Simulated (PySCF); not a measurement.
Telling isomers of C5H9O2P apart by NMR

How the numbers were obtained: geometry: GFN2-xTB, NMR shieldings at PBE0/pcSseg-1/GIAO, in PySCF 2.14 (equivalent nuclei averaged, isolated molecule, relativity neglected, one conformer).

Shifts are taken against calculated references (same method and geometry level): 1H (σ = 31.72 ppm), 13C (σ = 186.93 ppm) against TMS. Splittings of carbon signals by F and P are missing where no couplings were computed. Where no couplings were computed, multiplicities follow the n + 1 count of equivalent neighbours, and m marks all less simple cases (inequivalent or close neighbours, rings, F or P nearby). Shifts are as computed. Against solution values, carbons near 30 ppm lie about +3 ppm off and those near 130 ppm about +5 ppm. Of 1211 compounds with measured shifts, 218 miss one by over three times the rms of a fit or turn the order of signals round; such compounds aren't used in these exercises. OH and NH positions are gas-phase values without hydrogen bonding to other molecules.

(1) Tabulate the signals of `C=C[P@@](=O)(O)C1CC1`, `O=C1CC[PH](=O)CC1` and their relative energies.

(2) What is the quickest way to tell C=C[P@@](=O)(O)C1CC1 from O=C1CC[PH](=O)CC1?

## Answers

(1) 
```tsv
SMILES	carbon types	δC	δH	E rel. (kcal/mol)
C=C[P@@](=O)(O)C1CC1	2×CH 3×CH2	141.8, 137.9, 14.3, 2.6, 2.3	6.48 (m, 1H), 6.46 (m, 1H), 6.32 (m, 1H), 2.38 (br s, 1H), 1.12 (m, 1H), 0.81 (m, 1H), 0.70 (m, 1H), 0.60 (m, 1H), 0.55 (m, 1H)	13.1
O=C1CC[PH](=O)CC1	1×C 4×CH2	213.8, 38.4, 34.1	7.38 (m, 1H), 3.40 (m, 2H), 2.47 (m, 2H), 2.34 (m, 2H), 1.57 (m, 2H)	0.0
```

Energies are electronic energies at PBE0/pcSseg-1 on these geometries, without zero-point or thermal terms, each for the one conformer computed, which needn't be the lowest.

(2) Count the carbon signals: 5 against 3. The first has an alkene CH at 141.8 ppm, the second a ketone carbonyl carbon (C) at 213.8 ppm. In the proton spectra the most deshielded non-exchanging signals are 6.48 (m, 1H) and 7.38 (m, 1H).
